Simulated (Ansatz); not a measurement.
Two members of one family ((BeO)n), computed with Ansatz in the gas phase. The two geometries come from different levels. Binding counts from free atoms in the multiplicity of their measured ground term, without zero-point energy. The structures are stationary points that may keep the symmetry of their start.

First: (BeO)2 ring (singlet, charge 0, PBE-D4/def2-TZVP geometry).

```xyz
4

Be    0.0907   -0.1943   -0.8421
O     1.2097    0.0404    0.1210
Be   -0.0907    0.1943    0.8421
O    -1.2097   -0.0404   -0.1210
```

```tsv
level	HOMO (eV)	LUMO (eV)	gap (eV)	binding per atom (eV)
PBE-D4/def2-SVP	-5.99	-3.37	2.62	4.11
PBE-D4/def2-TZVP	-5.97	-3.25	2.72	4.24
B3LYP-D4/6-31G	-7.09	-2.80	4.29	3.73
r2SCAN0-D4/def2-TZVP	-7.62	-2.11	5.51	3.97
CAM-B3LYP-D4/def2-TZVP	-8.90	-1.71	7.20	4.09
```

Second: (BeO)3 ring (singlet, charge 0, PBE0-D4/def2-SVP geometry).

Cartesian coordinates in Å:
```
Be -1.273 0.203 0.014
O -0.653 0.901 1.147
Be 0.746 0.523 0.912
O 1.578 -0.251 -0.017
Be 0.527 -0.726 -0.925
O -0.925 -0.650 -1.130
```

Question: Estimate how these quantities change from the first to the second (second minus first).

Answer: 
| level | Δ HOMO (eV) | Δ LUMO (eV) | Δ gap (eV) | Δ binding per atom (eV) |
| --- | --- | --- | --- | --- |
| PBE-D4/def2-SVP | -1.22 | 1.11 | 2.33 | 0.80 |
| PBE-D4/def2-TZVP | -1.04 | 1.00 | 2.04 | 0.69 |
| B3LYP-D4/6-31G | -1.31 | 1.18 | 2.49 | 0.81 |
| r2SCAN0-D4/def2-TZVP | -1.13 | 0.98 | 2.12 | 0.73 |
| CAM-B3LYP-D4/def2-TZVP | -1.13 | 0.95 | 2.08 | 0.73 |
